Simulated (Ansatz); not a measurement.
```yaml
atoms:
  - { symbol: B, position_ang: [1.3301, 0.0000, 0.0000] }
  - { symbol: N, position_ang: [0.6476, 1.1216, 0.0000] }
  - { symbol: B, position_ang: [-0.6650, 1.1519, 0.0000] }
  - { symbol: N, position_ang: [-1.2951, 0.0000, 0.0000] }
  - { symbol: B, position_ang: [-0.6650, -1.1519, 0.0000] }
  - { symbol: N, position_ang: [0.6476, -1.1216, 0.0000] }
  - { symbol: H, position_ang: [2.4432, 0.0000, 0.0000] }
  - { symbol: H, position_ang: [1.1128, 1.9274, 0.0000] }
  - { symbol: H, position_ang: [-1.2216, 2.1158, 0.0000] }
  - { symbol: H, position_ang: [-2.2256, 0.0000, 0.0000] }
  - { symbol: H, position_ang: [-1.2216, -2.1158, 0.0000] }
  - { symbol: H, position_ang: [1.1128, -1.9274, 0.0000] }
```

Basis set: cc-pVDZ (spherical functions). Left uncorrelated: 6 orbitals. Charge 0, multiplicity 1.

Computed with Ansatz (development build ahead of 0.2.0); each method stands on the lowest determinant of its kind that the runs found. Restricted open shells among the atoms or ions are ROHF, correlated in semicanonical orbitals with singles.

Q: Give the atomization energy at this shape (free ground-state atoms in the same class of orbitals less the molecule, no zero-point energy) of singlet B₃N₃H₆ by RHF-MP2, RHF.

A:

```csv
method,atomization energy
RHF-MP2,46.48 eV
RHF,36.13 eV
```

Caution: no unrestricted run beside it, a lower state can exist; the shape is not the minimum.
